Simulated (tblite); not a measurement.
A geometry optimisation, step by step.

C2H9NO2Si2.
SMILES with atom numbers: `[CH3:1][O:2][C:3](=[O:4])[SiH2:5][SiH2:6][NH2:7]` (hydrogens: H8, H9, H10 on C1; H11, H12 on Si5; H13, H14 on Si6; H15, H16 on N7)

Computed with GFN2-xTB (tblite), gas phase: L-BFGS steps from a force-field or distance-geometry start until the largest atomic force falls under 0.01 eV/Å. 13 of its 75 geometries are shown.

Step 0: E = -635.9559 eV, largest atomic force 1.572 eV/Å
```
atom  x, y, z in Å  |  force x, y, z in eV/Å
C1      3.280   -0.858    0.124   -0.030   0.006   0.478
O2      2.157   -0.062    0.551    0.066  -0.359  -0.956
C3      1.243    0.173   -0.405    0.074   0.107  -1.085
O4      1.296   -0.220   -1.571    0.410   0.135   1.512
Si5    -0.258    1.220    0.074   -0.869   0.666   0.505
Si6    -2.043   -0.247    0.066    1.204  -0.760  -0.259
N7     -3.537    0.434    0.527   -0.971  -0.031   0.145
H8      3.955   -0.979    0.978   -0.278   0.120  -0.042
H9      3.818   -0.346   -0.676   -0.152  -0.092  -0.103
H10     2.929   -1.844   -0.199    0.063   0.203  -0.117
H11    -0.516    2.337   -0.897    0.405  -0.440   0.278
H12    -0.100    1.845    1.417    0.220  -0.126  -0.389
H13    -2.308   -0.807   -1.265    0.270  -0.280  -0.200
H14    -1.810   -1.369    1.006   -0.119   0.118  -0.139
H15    -4.228   -0.308    0.614   -0.076   0.320   0.271
H16    -3.885    1.040   -0.198   -0.218   0.414   0.103
```

Step 6: E = -636.2047 eV, largest atomic force 0.447 eV/Å
```
atom  x, y, z in Å  |  force x, y, z in eV/Å
C1      3.261   -0.850    0.124   -0.138   0.131   0.168
O2      2.139   -0.043    0.521    0.093   0.043  -0.080
C3      1.233    0.237   -0.435    0.055  -0.378   0.189
O4      1.345   -0.240   -1.542   -0.192   0.250  -0.174
Si5    -0.328    1.235    0.123    0.376  -0.226  -0.085
Si6    -2.036   -0.310    0.025    0.115  -0.156  -0.105
N7     -3.540    0.403    0.481   -0.358   0.020   0.058
H8      3.899   -0.945    1.006   -0.141   0.047  -0.136
H9      3.799   -0.371   -0.695   -0.004   0.100   0.044
H10     2.941   -1.834   -0.228   -0.143   0.067   0.109
H11    -0.434    2.297   -0.877    0.026   0.112  -0.046
H12    -0.034    1.861    1.414    0.076  -0.006  -0.009
H13    -2.223   -0.886   -1.315    0.203  -0.176  -0.067
H14    -1.828   -1.389    1.003   -0.081  -0.025  -0.063
H15    -4.280   -0.258    0.677    0.045   0.115   0.097
H16    -3.922    1.103   -0.138    0.069   0.079   0.102
```

Step 12: E = -636.2689 eV, largest atomic force 0.174 eV/Å
```
atom  x, y, z in Å  |  force x, y, z in eV/Å
C1      3.246   -0.831    0.127   -0.048   0.029   0.073
O2      2.133   -0.030    0.509   -0.125   0.034   0.055
C3      1.218    0.210   -0.437    0.017   0.082  -0.099
O4      1.329   -0.204   -1.569    0.000  -0.052  -0.017
Si5    -0.309    1.207    0.123   -0.140  -0.097  -0.037
Si6    -2.042   -0.335   -0.007   -0.029  -0.020  -0.012
N7     -3.547    0.384    0.456   -0.004   0.013   0.008
H8      3.867   -0.924    1.013    0.056  -0.011  -0.002
H9      3.789   -0.353   -0.688    0.045   0.022  -0.021
H10     2.899   -1.809   -0.208    0.006  -0.053  -0.018
H11    -0.388    2.288   -0.864   -0.014   0.064  -0.052
H12     0.015    1.851    1.397    0.039  -0.042   0.064
H13    -2.129   -0.967   -1.343    0.054   0.004   0.086
H14    -1.864   -1.410    0.983   -0.059  -0.007  -0.042
H15    -4.308   -0.220    0.732    0.128   0.061  -0.036
H16    -3.919    1.151   -0.084    0.073  -0.029   0.050
```

Step 18: E = -636.2817 eV, largest atomic force 0.139 eV/Å
```
atom  x, y, z in Å  |  force x, y, z in eV/Å
C1      3.226   -0.818    0.140    0.060  -0.034  -0.044
O2      2.104   -0.021    0.505    0.015  -0.015  -0.010
C3      1.207    0.217   -0.461   -0.012  -0.018  -0.020
O4      1.329   -0.207   -1.587    0.035  -0.012  -0.002
Si5    -0.325    1.199    0.110    0.010   0.055  -0.011
Si6    -2.043   -0.351   -0.013    0.067   0.061   0.031
N7     -3.528    0.394    0.460    0.073   0.003   0.006
H8      3.864   -0.915    1.013   -0.068   0.044   0.113
H9      3.781   -0.344   -0.670   -0.025   0.052  -0.057
H10     2.893   -1.801   -0.199   -0.029  -0.021  -0.006
H11    -0.389    2.301   -0.867   -0.052  -0.017   0.040
H12     0.036    1.812    1.395   -0.026  -0.051  -0.026
H13    -2.083   -0.998   -1.335   -0.035  -0.022  -0.057
H14    -1.901   -1.430    0.969   -0.008  -0.058   0.056
H15    -4.288   -0.203    0.743   -0.028   0.018  -0.014
H16    -3.890    1.176   -0.060    0.021   0.016   0.002
```

Step 25: E = -636.2911 eV, largest atomic force 0.081 eV/Å
```
atom  x, y, z in Å  |  force x, y, z in eV/Å
C1      3.217   -0.810    0.143   -0.019   0.003  -0.001
O2      2.084   -0.022    0.493   -0.018   0.023  -0.015
C3      1.205    0.216   -0.488   -0.034  -0.004  -0.029
O4      1.345   -0.217   -1.609    0.018   0.018  -0.029
Si5    -0.324    1.194    0.091    0.000   0.013   0.017
Si6    -2.027   -0.370   -0.009   -0.004   0.034   0.009
N7     -3.493    0.406    0.470    0.004  -0.001   0.000
H8      3.825   -0.888    1.041    0.026   0.001  -0.025
H9      3.766   -0.327   -0.668    0.019  -0.034   0.056
H10     2.892   -1.798   -0.193    0.027   0.012   0.012
H11    -0.423    2.317   -0.860   -0.018  -0.051   0.060
H12     0.040    1.762    1.395   -0.010  -0.002  -0.035
H13    -2.070   -1.017   -1.332   -0.042  -0.024  -0.036
H14    -1.930   -1.457    0.973    0.040  -0.012   0.023
H15    -4.269   -0.177    0.737   -0.045  -0.022   0.014
H16    -3.843    1.199   -0.042    0.056   0.046  -0.023
```

Step 31: E = -636.2978 eV, largest atomic force 0.094 eV/Å
```
atom  x, y, z in Å  |  force x, y, z in eV/Å
C1      3.205   -0.801    0.153    0.021  -0.002   0.001
O2      2.059   -0.018    0.470    0.042  -0.031  -0.020
C3      1.198    0.213   -0.528    0.033   0.020   0.022
O4      1.364   -0.211   -1.648   -0.025   0.033  -0.016
Si5    -0.329    1.171    0.087   -0.010  -0.010  -0.002
Si6    -2.023   -0.392   -0.007   -0.042  -0.082  -0.018
N7     -3.472    0.410    0.474    0.015   0.014   0.015
H8      3.799   -0.861    1.062   -0.002  -0.019  -0.013
H9      3.773   -0.325   -0.650   -0.007  -0.002   0.023
H10     2.899   -1.796   -0.181    0.015   0.026   0.032
H11    -0.468    2.313   -0.825   -0.014   0.032  -0.047
H12     0.041    1.730    1.389    0.025  -0.013   0.015
H13    -2.094   -1.039   -1.335   -0.018  -0.010   0.043
H14    -1.921   -1.473    0.984    0.020   0.001  -0.022
H15    -4.272   -0.145    0.728   -0.016   0.037  -0.035
H16    -3.768    1.231   -0.028   -0.038   0.006   0.020
```

Step 37: E = -636.3013 eV, largest atomic force 0.062 eV/Å
```
atom  x, y, z in Å  |  force x, y, z in eV/Å
C1      3.208   -0.797    0.158    0.005  -0.010   0.012
O2      2.055   -0.021    0.458   -0.013   0.036   0.016
C3      1.201    0.222   -0.545   -0.015  -0.007   0.000
O4      1.368   -0.189   -1.670    0.034   0.025   0.017
Si5    -0.336    1.159    0.080   -0.005  -0.010  -0.008
Si6    -2.029   -0.412   -0.006    0.006   0.044   0.009
N7     -3.461    0.419    0.481   -0.039  -0.005  -0.005
H8      3.791   -0.854    1.073    0.017   0.014   0.032
H9      3.784   -0.323   -0.637    0.020   0.010  -0.035
H10     2.910   -1.795   -0.167   -0.005  -0.049  -0.038
H11    -0.498    2.312   -0.819    0.003  -0.013  -0.015
H12     0.049    1.704    1.385    0.000  -0.005   0.004
H13    -2.123   -1.063   -1.327   -0.015  -0.027   0.002
H14    -1.907   -1.488    0.985   -0.018  -0.007  -0.003
H15    -4.284   -0.116    0.708    0.009  -0.010  -0.002
H16    -3.737    1.252   -0.013    0.015   0.015   0.014
```

Step 43: E = -636.3030 eV, largest atomic force 0.036 eV/Å
```
atom  x, y, z in Å  |  force x, y, z in eV/Å
C1      3.212   -0.798    0.160   -0.003   0.013  -0.004
O2      2.058   -0.019    0.457   -0.017  -0.024   0.011
C3      1.205    0.226   -0.546    0.019   0.014  -0.012
O4      1.383   -0.168   -1.675    0.018  -0.002  -0.007
Si5    -0.340    1.153    0.076    0.017  -0.003  -0.008
Si6    -2.036   -0.414   -0.006    0.008   0.001   0.002
N7     -3.465    0.422    0.481    0.015  -0.004   0.010
H8      3.789   -0.848    1.080    0.009  -0.016  -0.018
H9      3.791   -0.325   -0.636    0.001   0.009   0.001
H10     2.917   -1.798   -0.169    0.000   0.019   0.015
H11    -0.507    2.304   -0.826    0.008  -0.022   0.006
H12     0.053    1.691    1.382   -0.020   0.005  -0.006
H13    -2.141   -1.083   -1.316   -0.006   0.000  -0.020
H14    -1.909   -1.494    0.981   -0.022  -0.001   0.028
H15    -4.293   -0.110    0.698   -0.009   0.006  -0.012
H16    -3.724    1.269    0.002   -0.018   0.004   0.014
```

Step 49: E = -636.3052 eV, largest atomic force 0.035 eV/Å
```
atom  x, y, z in Å  |  force x, y, z in eV/Å
C1      3.218   -0.795    0.162    0.001  -0.013  -0.005
O2      2.055   -0.030    0.460    0.027   0.004  -0.008
C3      1.223    0.234   -0.556   -0.006  -0.012   0.016
O4      1.430   -0.134   -1.688   -0.004   0.022   0.003
Si5    -0.336    1.136    0.066   -0.027  -0.017  -0.008
Si6    -2.045   -0.421   -0.003   -0.016  -0.016   0.004
N7     -3.467    0.426    0.487    0.010  -0.003   0.002
H8      3.799   -0.848    1.080   -0.011   0.002  -0.005
H9      3.795   -0.317   -0.633   -0.029   0.008   0.017
H10     2.926   -1.794   -0.168    0.031  -0.011  -0.003
H11    -0.516    2.282   -0.839    0.008  -0.003   0.004
H12     0.038    1.678    1.377   -0.009  -0.004  -0.033
H13    -2.175   -1.105   -1.307    0.018   0.028   0.009
H14    -1.935   -1.495    0.995   -0.003   0.012   0.003
H15    -4.305   -0.101    0.673   -0.003   0.003   0.004
H16    -3.712    1.293    0.037    0.012  -0.001  -0.001
```

Step 56: E = -636.3065 eV, largest atomic force 0.036 eV/Å
```
atom  x, y, z in Å  |  force x, y, z in eV/Å
C1      3.223   -0.795    0.164   -0.007  -0.001   0.008
O2      2.052   -0.043    0.462   -0.029   0.002   0.005
C3      1.231    0.236   -0.560   -0.022  -0.014  -0.009
O4      1.456   -0.105   -1.697    0.003   0.011   0.009
Si5    -0.343    1.119    0.054    0.010  -0.008   0.010
Si6    -2.055   -0.432    0.002    0.022  -0.001   0.001
N7     -3.467    0.430    0.493   -0.011   0.000  -0.002
H8      3.800   -0.845    1.083    0.017   0.007   0.007
H9      3.792   -0.306   -0.628    0.017   0.016  -0.007
H10     2.945   -1.796   -0.170    0.009  -0.032  -0.014
H11    -0.521    2.267   -0.847   -0.003   0.004  -0.019
H12     0.025    1.666    1.363   -0.001   0.010   0.013
H13    -2.185   -1.110   -1.304    0.002   0.000   0.004
H14    -1.953   -1.498    1.008    0.001  -0.003  -0.011
H15    -4.314   -0.089    0.661   -0.003   0.028   0.003
H16    -3.691    1.310    0.058   -0.004  -0.018   0.004
```

Step 62: E = -636.3074 eV, largest atomic force 0.024 eV/Å
```
atom  x, y, z in Å  |  force x, y, z in eV/Å
C1      3.226   -0.797    0.164    0.002  -0.001   0.001
O2      2.042   -0.066    0.465   -0.002  -0.014  -0.005
C3      1.230    0.232   -0.559    0.012   0.013  -0.004
O4      1.471   -0.080   -1.701   -0.007  -0.003  -0.001
Si5    -0.346    1.114    0.050    0.007  -0.004   0.005
Si6    -2.060   -0.436    0.007   -0.014   0.009   0.000
N7     -3.470    0.430    0.497   -0.006   0.017  -0.004
H8      3.806   -0.840    1.083   -0.008  -0.006   0.006
H9      3.791   -0.295   -0.624   -0.019   0.015  -0.003
H10     2.967   -1.802   -0.175    0.009   0.001   0.004
H11    -0.523    2.255   -0.862    0.001  -0.015   0.008
H12     0.015    1.666    1.359    0.003   0.012   0.000
H13    -2.189   -1.111   -1.300   -0.003  -0.010   0.000
H14    -1.963   -1.503    1.012    0.005  -0.009  -0.006
H15    -4.327   -0.074    0.659    0.018  -0.011   0.005
H16    -3.681    1.316    0.069    0.002   0.007  -0.006
```

Step 68: E = -636.3079 eV, largest atomic force 0.016 eV/Å
```
atom  x, y, z in Å  |  force x, y, z in eV/Å
C1      3.228   -0.798    0.165   -0.001   0.002  -0.002
O2      2.034   -0.083    0.466    0.003  -0.009   0.005
C3      1.232    0.231   -0.561   -0.002  -0.012   0.004
O4      1.480   -0.065   -1.706    0.004   0.007   0.004
Si5    -0.346    1.107    0.051   -0.010   0.007  -0.002
Si6    -2.063   -0.438    0.009    0.002  -0.003  -0.004
N7     -3.470    0.435    0.498    0.016   0.000   0.002
H8      3.805   -0.837    1.085   -0.003   0.003  -0.006
H9      3.784   -0.282   -0.621   -0.002  -0.009   0.006
H10     2.985   -1.807   -0.178    0.000   0.015  -0.001
H11    -0.525    2.242   -0.869   -0.002  -0.001   0.005
H12     0.011    1.671    1.357    0.008   0.000  -0.006
H13    -2.192   -1.115   -1.296   -0.008  -0.001  -0.002
H14    -1.967   -1.509    1.011   -0.003   0.001   0.003
H15    -4.328   -0.066    0.659    0.006  -0.001   0.001
H16    -3.675    1.324    0.073   -0.007   0.001  -0.006
```

Step 74: E = -636.3080 eV, largest atomic force 0.009 eV/Å
```
atom  x, y, z in Å  |  force x, y, z in eV/Å
C1      3.228   -0.798    0.165   -0.001  -0.002   0.001
O2      2.029   -0.092    0.468   -0.002   0.005   0.002
C3      1.231    0.228   -0.559    0.000   0.005  -0.001
O4      1.485   -0.058   -1.705    0.002   0.001   0.002
Si5    -0.347    1.105    0.051    0.004  -0.003   0.000
Si6    -2.064   -0.440    0.009    0.003  -0.003  -0.002
N7     -3.466    0.438    0.499   -0.002  -0.003   0.001
H8      3.805   -0.835    1.085    0.004  -0.003   0.001
H9      3.780   -0.279   -0.620    0.000   0.007   0.000
H10     2.992   -1.806   -0.181   -0.002  -0.008   0.000
H11    -0.527    2.238   -0.870   -0.001   0.005  -0.003
H12     0.013    1.673    1.354    0.004  -0.002   0.000
H13    -2.198   -1.117   -1.296   -0.004  -0.001  -0.001
H14    -1.970   -1.510    1.011   -0.003   0.004  -0.001
H15    -4.324   -0.064    0.661   -0.004   0.001   0.008
H16    -3.674    1.326    0.071    0.003  -0.002  -0.005
```

**Question.** Summarise the path.

**Answer.** The energy falls by 33.97 kJ/mol from step 0 to step 74; nine tenths of that is first reached at step 14. It falls at every step. The largest force goes from 1.572 to 0.009 eV/Å. Among the bonds Si5–H11 changes most, from 1.503 to 1.471 Å; the atoms move by 0.217 Å rms after alignment.

**Question.** Follow the three bonds and two angles with the largest change from start to end.

**Answer.** 
```tsv
step	E above end (kJ/mol)	largest force (eV/Å)	Si5–H11 (Å)	Si5–H12 (Å)	C3=O4 (Å)	N7–Si6–H13 (°)	Si5–Si6–N7 (°)
0	33.97	1.572	1.503	1.490	1.231	103.9	115.0
3	19.24	0.403	1.468	1.452	1.213	103.2	112.7
6	9.98	0.447	1.463	1.464	1.210	107.0	110.9
10	4.78	0.204	1.475	1.474	1.211	110.7	110.9
13	3.47	0.123	1.465	1.463	1.210	112.1	110.9
16	2.93	0.121	1.472	1.470	1.210	113.5	110.2
19	2.36	0.152	1.471	1.466	1.210	114.5	109.3
23	1.79	0.070	1.472	1.466	1.210	114.7	108.4
26	1.53	0.096	1.474	1.468	1.210	114.9	107.8
29	1.14	0.074	1.468	1.464	1.209	114.5	107.2
32	0.90	0.072	1.469	1.466	1.209	114.5	106.6
35	0.74	0.061	1.472	1.468	1.209	114.6	105.8
39	0.58	0.046	1.469	1.465	1.209	114.3	105.6
42	0.51	0.041	1.471	1.466	1.209	114.3	105.7
45	0.44	0.053	1.472	1.467	1.209	114.2	105.6
48	0.30	0.052	1.471	1.468	1.209	113.9	105.6
51	0.22	0.047	1.471	1.467	1.208	113.9	105.5
55	0.16	0.040	1.470	1.465	1.208	114.1	105.4
58	0.12	0.028	1.471	1.466	1.208	114.2	105.4
61	0.07	0.032	1.472	1.466	1.208	114.2	105.3
64	0.05	0.028	1.471	1.466	1.208	114.2	105.2
68	0.02	0.016	1.471	1.466	1.208	114.3	105.2
71	0.01	0.015	1.471	1.466	1.208	114.2	105.2
74	0.00	0.009	1.471	1.466	1.208	114.2	105.0
```

What follows is the cost of the whole relaxation. Time: 0.82 s of wall time. Hardware: one thread of an Arm Neoverse N1, shared host with 64 logical CPUs at a one-minute load of 44.
